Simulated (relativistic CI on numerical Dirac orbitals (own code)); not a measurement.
Line list: Electric-dipole lines, Kr XXVIII

Computed by Dirac-Coulomb-Breit CI, separate exchange-only KLI orbitals for each configuration, model QED (radiative potential, 1s self-energy scaled to tabulated hydrogen-like ionisation energies), unscaled Slater integrals (own radial code, finite nucleus).

Configuration list (outside the closed core 1s2): 2s2 2p5, 2s 2p6, 2p6 3s, 2p6 3p, 2p6 3d, 2s2 2p4 3s, 2s2 2p4 3p, 2s2 2p4 3d, 2s 2p5 3s, 2s 2p5 3p, 2s 2p5 3d, 2s2 2p4 4s, 2s2 2p4 4p, 2s2 2p4 4d, 2s2 2p4 4f, 2s 2p5 4s. Levels of other configurations are missing.

```tsv
λ vac (nm)	Lower	Upper	A (s⁻¹)	gf	Branching (%)
0.64492	2s2 2p5 2P°_1/2 [2]	2s2 2p4 3d 2D_3/2 [64]	7.53e+13	1.88e+00	100.0
0.64631	2s2 2p5 2P°_3/2 [1]	2s2 2p4 3d 2D_5/2 [56]	7.62e+13	2.86e+00	100.0
0.64679	2s2 2p5 2P°_3/2 [1]	2s2 2p4 3d 2P_3/2 [54]	7.59e+13	1.90e+00	86.4
0.64785	2s 2p6 2S_1/2 [3]	2s 2p5 3d 2P°_1/2 [107]	1.11e+14	1.39e+00	99.7
0.64790	2s2 2p5 2P°_3/2 [1]	2s2 2p4 3d 2S_1/2 [52]	6.97e+13	8.77e-01	92.4
0.64914	2s 2p6 2S_1/2 [3]	2s 2p5 3d 2P°_3/2 [105]	4.09e+13	1.03e+00	99.1
0.65933	2s 2p6 2S_1/2 [3]	2s 2p5 3d 2D°_3/2 [102]	4.11e+13	1.07e+00	99.4
0.66136	2s2 2p5 2P°_1/2 [2]	2s2 2p4 3d 2P_1/2 [59]	1.18e+14	1.54e+00	88.6
0.66239	2s2 2p5 2P°_1/2 [2]	2s2 2p4 3d 2D_3/2 [57]	7.86e+13	2.07e+00	80.6
0.66278	2s2 2p5 2P°_3/2 [1]	2s2 2p4 3d 2D_5/2 [41]	3.02e+13	1.19e+00	99.9
0.66633	2s2 2p5 2P°_3/2 [1]	2s2 2p4 3d 2D_5/2 [38]	4.03e+13	1.61e+00	100.0
0.66866	2s 2p6 2S_1/2 [3]	2s 2p5 3d 2P°_3/2 [100]	5.23e+13	1.40e+00	99.6
2.0542	2s2 2p4 3p 4D°_7/2 [13]	2s2 2p4 4d 4F_9/2 [129]	4.33e+12	2.74e+00	99.7
2.2240	2s2 2p4 3d 4D_5/2 [25]	2s2 2p4 4f 4F°_7/2 [136]	5.85e+12	3.47e+00	63.0
2.2292	2s2 2p4 3d 4D_7/2 [27]	2s2 2p4 4f 4G°_9/2 [138]	5.03e+12	3.75e+00	54.8
2.2311	2s2 2p4 3d 2G_7/2 [49]	2s2 2p4 4f 2H°_9/2 [185]	8.55e+12	6.38e+00	93.4
2.2365	2s2 2p4 3d 4F_7/2 [44]	2s2 2p4 4f 4G°_9/2 [176]	8.98e+12	6.74e+00	97.7
2.2387	2s2 2p4 3d 2G_9/2 [51]	2s2 2p4 4f 2H°_11/2 [187]	9.12e+12	8.22e+00	99.9
2.2415	2s2 2p4 3d 4F_9/2 [30]	2s2 2p4 4f 4G°_11/2 [141]	9.11e+12	8.23e+00	99.9
2.2448	2s2 2p4 3d 2F_7/2 [33]	2s2 2p4 4f 2G°_9/2 [140]	6.14e+12	4.64e+00	66.9
```

Terms are leading LS components. Brackets give the number of a level in order of energy, since labels repeat. The list gives strong lines, with weight on those to low levels, without lines whose two gauges differ by over a factor of 2.5, among the lowest 200 of 207 levels, so that lines to higher ones, which can be the strongest, are missing. Levels whose partners in the same complex of configurations lie outside the list can be far off, and so can their lines. Rates are taken at the computed energies, electric ones in the length gauge.

At this charge energies of transitions that change n are usually good to better than 1 %, and those within a shell (Δn = 0) to a few per cent.

LS names give the leading component of a level, which can be under half, so a name can repeat, a term be missing and a line seem to break the LS rules.
